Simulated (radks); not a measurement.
The numbers below are computed, except where a source is named.
F IV, 6 electrons, occupied as [He] 2s1.5 2p2.5 (fractional occupations, a model configuration). Level of theory: non-relativistic Kohn-Sham, LDA (Slater exchange, Perdew-Wang correlation), spin-polarised, spherical densities, point nucleus; open shells are filled with parallel spins first (a radial shooting solver on a logarithmic mesh with Libxc functionals).

Local quantities along the radius. ELF = 1/(1 + alpha^2) is the electron localisation function; alpha = (tau - tau_W)/tau_unif compares the Pauli kinetic energy density with that of the uniform gas (summed over spins); s = |grad rho|/(2 (3 pi^2)^(1/3) rho^(4/3)) is the reduced gradient; r v_xc is r times the local exchange-correlation potential of spin up (hartree bohr); 4 pi r^2 rho is in e/bohr.

r (bohr)    ELF     alpha       s    r v_xc  4 pi r^2 rho
0.01125   1.000  0.003923  0.4071  -0.08099        0.5778
0.01374   1.000  0.004169  0.4130  -0.09748        0.8242
0.01679   1.000  0.004491  0.4203   -0.1169         1.164
0.02067   1.000  0.004941  0.4298   -0.1407         1.646
0.02525   1.000  0.005532  0.4412   -0.1673         2.262
0.03083   1.000  0.006355  0.4555   -0.1978         3.054
0.03766   1.000  0.007536  0.4735   -0.2321         4.033
0.046     1.000  0.009291  0.4963   -0.2700         5.185
0.05664   1.000   0.01215  0.5268   -0.3125         6.505
0.06917   1.000   0.01671  0.5648   -0.3550         7.772
0.08449   0.999   0.02469  0.6144   -0.3971         8.853
0.1032    0.998   0.03978  0.6795   -0.4362         9.520
0.126     0.995   0.07096  0.7654   -0.4691         9.562
0.154     0.980    0.1417  0.8772   -0.4927         8.871
0.1895    0.904    0.3264   1.018   -0.5059         7.480
0.2315    0.629    0.7677   1.143   -0.5106         5.855
0.2828    0.283     1.590   1.132   -0.5194         4.458
0.3454    0.181     2.129  0.8450   -0.5501         3.722
0.4218    0.278     1.611  0.4934   -0.6112         3.760
0.5152    0.567    0.8744  0.3922   -0.6899         4.261
0.6344    0.798    0.5032  0.4879   -0.7639         4.661
0.7748    0.869    0.3885  0.6665   -0.8046         4.432
0.9464    0.875    0.3780  0.9231   -0.8001         3.515
1.156     0.834    0.4461   1.318   -0.7439         2.250
1.412     0.710    0.6391   1.994   -0.6399         1.120
1.724     0.437     1.136   3.274   -0.5030        0.4150
2.123     0.122     2.688   6.138   -0.3499        0.1016
2.593     0.014     8.252   12.85   -0.2171       0.01709
3.167     0.001     35.43   31.63   -0.1155      0.001735

On this mesh the ELF has minima near r = 0.35 bohr, which separate the shells, and maxima near 0.85 (0.88).
